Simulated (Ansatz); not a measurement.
Reaction (ligand exchange at the Sn–C bond): `B[C](=C)[SnH3]` + `[AlH2][SH]` → `[AlH2][S][SnH3]` + `BC=C`

Program: Ansatz. Geometries: PBE0-D4/def2-TZVP. ΔE: electronic, gas phase. CBS: MP2 limit from def2 TZ/QZ plus the TZ coupled-cluster correction, frozen cores. This one scheme is used for every species. DFT in def2-TZVPP. Elements past krypton have def2 core potentials. For Sn outer-core shells are correlated without core-valence functions, which leaves a few kJ/mol of doubt a bond.

CCSD(T)/CBS gives -87.2 kJ/mol.

Task: Another level gave -90.1 kJ/mol. Which?
A. PBE0/def2-TZVPP
B. PBE-D4/def2-TZVPP
C. HF/def2-TZVPP
D. CCSD/def2-TZVPP

Result: A. PBE0 -90.1, HF/def2-TZVPP -97.6, CCSD/def2-TZVPP -81.5, PBE-D4 -86.1 kJ/mol.

Largest T1 diagnostic among the species: 0.013.

From PBE to PBE0 (25 % exact exchange), in def2-TZVPP and without D4, ΔE moves by −3.5 kJ/mol. In def2-TZVPP, CCSD(T) changes the Hartree–Fock value by +17.4 kJ/mol (the triples alone add +1.3 kJ/mol) and MP2 by +16.0 kJ/mol.
